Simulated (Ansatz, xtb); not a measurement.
# Two conformers of C2H6AlO

Structure a: `C[CH2][Al][OH]`, a doublet. Structure b: `C[CH2][Al][OH]`, a doublet. Both are isolated molecules in the gas phase, relaxed with B3LYP/6-31G*.

a (Å):

```json
{"atom": "C", "x (Å)": "1.1066", "y (Å)": "-1.4079", "z (Å)": "-1.5479"}
{"atom": "C", "x (Å)": "0.2817", "y (Å)": "-0.3488", "z (Å)": "-0.8046"}
{"atom": "Al", "x (Å)": "-1.4626", "y (Å)": "-0.9277", "z (Å)": "-0.0018"}
{"atom": "O", "x (Å)": "-2.3122", "y (Å)": "0.3372", "z (Å)": "0.8162"}
{"atom": "H", "x (Å)": "0.5543", "y (Å)": "-1.8322", "z (Å)": "-2.3949"}
{"atom": "H", "x (Å)": "2.0397", "y (Å)": "-0.9877", "z (Å)": "-1.9469"}
{"atom": "H", "x (Å)": "1.3817", "y (Å)": "-2.2426", "z (Å)": "-0.8920"}
{"atom": "H", "x (Å)": "0.0331", "y (Å)": "0.4923", "z (Å)": "-1.4689"}
{"atom": "H", "x (Å)": "0.8571", "y (Å)": "0.0840", "z (Å)": "0.0275"}
{"atom": "H", "x (Å)": "-3.1634", "y (Å)": "0.1604", "z (Å)": "1.2371"}
```

b (Å):

```xyz
10

C    -1.3361   -1.9567   -0.8055
C    -1.7737   -0.4841   -0.7121
Al   -0.9306    0.5194    0.8069
O     0.6644   -0.0082    1.2184
H    -0.2472   -2.0514   -0.8738
H    -1.6569   -2.5314    0.0715
H    -1.7689   -2.4461   -1.6891
H    -2.8652   -0.3985   -0.6402
H    -1.4874    0.0628   -1.6238
H     1.1563    0.4323    1.9234
```

Q: Estimate which is lower in electronic energy at CCSD(T)/def2-SVP + ΔMP2/def2-TZVPP, and by roughly how much.

A: Too close to call at this level: CCSD(T)/def2-SVP + ΔMP2/def2-TZVPP gives E(b) − E(a) = −0.27 kJ/mol.

The same difference at several levels:

```json
{"level": "B3LYP/6-31G*", "geometry": "B3LYP/6-31G*", "E(b) − E(a) (kJ/mol)": "+0.05", "departure from the last row (kJ/mol)": "+0.32", "job, with rough time for the two": "optimisation, 5.9 min"}
{"level": "HF/def2-SVP", "geometry": "B3LYP/6-31G*", "E(b) − E(a) (kJ/mol)": "+0.61", "departure from the last row (kJ/mol)": "+0.88", "job, with rough time for the two": "part of the CCSD(T) run"}
{"level": "MP2/def2-SVP", "geometry": "B3LYP/6-31G*", "E(b) − E(a) (kJ/mol)": "−0.18", "departure from the last row (kJ/mol)": "+0.09", "job, with rough time for the two": "part of the CCSD(T) run"}
{"level": "CCSD(T)/def2-SVP", "geometry": "B3LYP/6-31G*", "E(b) − E(a) (kJ/mol)": "+0.06", "departure from the last row (kJ/mol)": "+0.33", "job, with rough time for the two": "single point"}
{"level": "CCSD(T)/def2-SVP + ΔMP2/def2-TZVPP", "geometry": "B3LYP/6-31G*", "E(b) − E(a) (kJ/mol)": "−0.27", "departure from the last row (kJ/mol)": "", "job, with rough time for the two": "single point, 69 s"}
```

The largest departure from CCSD(T)/def2-SVP + ΔMP2/def2-TZVPP is that of HF/def2-SVP, 0.88 kJ/mol. Levels run at GFN2-xTB geometries aren't shown. The last row adds to CCSD(T) the change of the MP2 difference between the two basis sets, here −0.33 kJ/mol.

With harmonic frequencies from B3LYP/6-31G* (ideal gas, rigid rotor, one conformer each, 200 K, 1 atm): on the last row, ΔE + ΔZPE = +0.22 kJ/mol. A mode under 50 cm⁻¹ makes harmonic enthalpies and free energies unreliable, so none is given.

Open shells are spin-unrestricted. The correlated steps freeze 8 core orbitals. Programs: Ansatz 0.2.0; the last row on 1 thread of Arm Neoverse V1 on a shared host.
